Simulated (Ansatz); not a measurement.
Program: Ansatz. Geometries: PBE0-D4/def2-TZVP. ΔE: electronic, gas phase. CCSD(T)/CBS adds triple-zeta CCSD(T) − MP2 to the extrapolated MP2 energy (def2 sets, frozen cores). This one scheme is used for every species. Functionals use def2-TZVPP. B3LYP here is the variant with VWN-RPA as its local correlation; programs differ in this. One conformer a species, not always the lowest.

`F[SiH2]CS` + `CO[SiH](F)S` → `CO[SiH](F)S[SiH2]F` + CH₃SH  (ligand exchange at the Si–C bond)

```csv
level,ΔE (kJ/mol),difference from CCSD(T)/CBS
PBE-D4,-72.8,-2.5
r2SCAN-D4,-73.4,-3.1
PBE0-D4,-73.5,-3.2
B3LYP-D4,-71.4,-1.1
ωB97X-V,-69.2,1.1
ωB97M-V,-69.0,1.3
B2PLYP,-68.1,2.2
PBE,-69.2,1.1
r2SCAN,-72.2,-1.9
MP2/def2-TZVPP,-71.7,-1.4
CCSD/def2-TZVPP,-66.1,4.2
HF/def2-QZVPP,-68.0,2.3
MP2/def2-QZVPP,-73.5,-3.2
SCS-MP2/def2-QZVPP,-70.9,-0.6
HF/CBS(def2),-68.1,2.2
MP2/CBS(def2),-74.6,-4.3
CCSD(T)/CBS,-70.3,0
```

Largest T1 diagnostic among the species: 0.012.

The D4 term adds −5.5 kJ/mol with B3LYP and −3.4 kJ/mol with PBE0; it sums over pairs of atoms, weighted by their polarisabilities, and B3LYP, whose exchange is more repulsive, gets the larger term.
